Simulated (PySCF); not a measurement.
Isomers of C3H6F2OSi.

All values: PBE0/pcSseg-1 (PySCF) at GFN2-xTB geometries, gas phase, one conformer each.

Question: Rank by dipole moment, lowest first.
A. `[F:1]/[CH:2]=[CH:3]/[O:4][SiH2:5][CH2:6][F:7]` with C2–C3–O4–Si5 180°, C3–O4–Si5–C6 180°, O4–Si5–C6–F7 180°
B. `[O:1]=[CH:2][C@@H:3]([F:4])[CH2:5][SiH2:6][F:7]` with O1–C2–C3–F4 -158°, C2–C3–C5–Si6 57°, C3–C5–Si6–F7 32°
C. `[CH3:1][O:2][SiH2:3][CH:4]=[C:5]([F:6])[F:7]` with C1–O2–Si3–C4 180°, O2–Si3–C4–C5 180°
D. `[CH3:1][C:2]([SiH2:3][OH:4])=[C:5]([F:6])[F:7]` with C1–C2–Si3–O4 -160°, C2–Si3–O4–H -40°

Answer: A (0.25 D), D (1.12 D), B (1.56 D), C (2.24 D).

Question: Rank by the lowest Hirshfeld charge on any atom, highest value first.
A. `[CH3:1][C:2]([SiH2:3][OH:4])=[C:5]([F:6])[F:7]` with C1–C2–Si3–O4 -160°, C2–Si3–O4–H -40°
B. `[O:1]=[CH:2][C@@H:3]([F:4])[CH2:5][SiH2:6][F:7]` with O1–C2–C3–F4 -158°, C2–C3–C5–Si6 57°, C3–C5–Si6–F7 32°
C. `[CH3:1][O:2][SiH2:3][CH:4]=[C:5]([F:6])[F:7]` with C1–O2–Si3–C4 180°, O2–Si3–C4–C5 180°
D. `[F:1][CH:2]([F:3])[C@H:4]1[CH2:5][O:6][SiH2:7]1` with F1–C2–C4–C5 -167°
E. `[F:1]/[CH:2]=[CH:3]/[O:4][SiH2:5][CH2:6][F:7]` with C2–C3–O4–Si5 180°, C3–O4–Si5–C6 180°, O4–Si5–C6–F7 180°

Answer: E (-0.195 e), B (-0.207 e), C (-0.224 e), D (-0.264 e), A (-0.309 e).

Question: Rank by the highest IAO charge on any atom, highest value first.
A. `[O:1]=[CH:2][C@@H:3]([F:4])[CH2:5][SiH2:6][F:7]` with O1–C2–C3–F4 -158°, C2–C3–C5–Si6 57°, C3–C5–Si6–F7 32°
B. `[F:1][CH:2]([F:3])[C@H:4]1[CH2:5][O:6][SiH2:7]1` with F1–C2–C4–C5 -167°
C. `[CH3:1][O:2][SiH2:3][CH:4]=[C:5]([F:6])[F:7]` with C1–O2–Si3–C4 180°, O2–Si3–C4–C5 180°

Answer: A (+1.090 e), C (+1.038 e), B (+1.022 e).

All values together:

```
              SMILES  μ (D)  HOMO (eV)  LUMO (eV)  lowest IAO charge (e)  highest IAO charge (e)  lowest Hirshfeld charge (e)  highest Hirshfeld charge (e)
     CO[SiH2]C=C(F)F   2.24      -7.79       0.08             -0.639 (O)             +1.038 (Si)                   -0.224 (O)                   +0.391 (Si)
   CC([SiH2]O)=C(F)F   1.12      -7.52       0.21             -0.790 (O)             +1.040 (Si)                   -0.309 (O)                   +0.397 (Si)
O=C[C@@H](F)C[SiH2]F   1.56      -8.11      -1.51             -0.583 (C)             +1.090 (Si)                   -0.207 (F)                   +0.414 (Si)
     F/C=C/O[SiH2]CF   0.25      -6.92      -0.09             -0.590 (O)             +1.019 (Si)                   -0.195 (O)                   +0.417 (Si)
FC(F)[C@H]1CO[SiH2]1   1.17      -8.27      -0.46             -0.678 (O)             +1.022 (Si)                   -0.264 (O)                   +0.437 (Si)
```

Conformers: `[CH3:1][O:2][SiH2:3][CH:4]=[C:5]([F:6])[F:7]` with C1–O2–Si3–C4 180°, O2–Si3–C4–C5 180°; `[CH3:1][C:2]([SiH2:3][OH:4])=[C:5]([F:6])[F:7]` with C1–C2–Si3–O4 -160°, C2–Si3–O4–H -40°; `[O:1]=[CH:2][C@@H:3]([F:4])[CH2:5][SiH2:6][F:7]` with O1–C2–C3–F4 -158°, C2–C3–C5–Si6 57°, C3–C5–Si6–F7 32°; `[F:1]/[CH:2]=[CH:3]/[O:4][SiH2:5][CH2:6][F:7]` with C2–C3–O4–Si5 180°, C3–O4–Si5–C6 180°, O4–Si5–C6–F7 180°; `[F:1][CH:2]([F:3])[C@H:4]1[CH2:5][O:6][SiH2:7]1` with F1–C2–C4–C5 -167°.
